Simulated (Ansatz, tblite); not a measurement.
Cost and result up the ladder for (KNH2)2 ring (K₂N₂H₄) (8 atoms). Charge 0, multiplicity 1. Geometry: r2SCAN-D4/def2-SVP.

```csv
atom,x (Å),y (Å),z (Å)
K1,-1.7718,-0.0402,-0.2630
N2,-0.0769,-1.7800,0.7893
K3,1.7700,0.0455,0.2748
N4,0.0768,1.7805,-0.7883
H5,-0.2183,-2.0680,1.7687
H6,0.0143,-2.7019,0.3374
H7,-0.0130,2.7078,-0.3476
H8,0.2188,2.0564,-1.7712
```

Ansatz on 4 threads of Intel Xeon on a shared host; xTB runs through tblite on one thread. Times are rough, summed over both states, and most runs start from the orbitals of an earlier one. PBE0-D4/def2-TZVP serves as the yardstick here, not as an exact answer. The other state is a doublet.

The xTB rows come from tblite.

Raw xTB energies of ions are shifted by several eV.

| level | functions | vertical IE (eV) | difference from PBE0-D4/def2-TZVP (eV) |
| --- | --- | --- | --- |
| GFN2-xTB | 20 | 10.30 | 4.40 |
| r2SCAN-D4/def2-TZVP | 152 | 5.59 | -0.30 |
| PBE0-D4/def2-TZVP | 152 | 5.90 | 0.00 |
| GFN1-xTB | 24 | 10.50 | 4.60 |
| PBE-D4/def2-TZVP (with forces) | 152 | 5.63 | -0.27 |

(1) Estimate how long each takes.

Answers

(1) GFN2-xTB 0.018 s; GFN1-xTB 0.021 s; PBE-D4/def2-TZVP (with forces) 8.4 s; PBE0-D4/def2-TZVP 11 s; r2SCAN-D4/def2-TZVP 16 s. On shared hardware such times vary by a factor of up to 3.
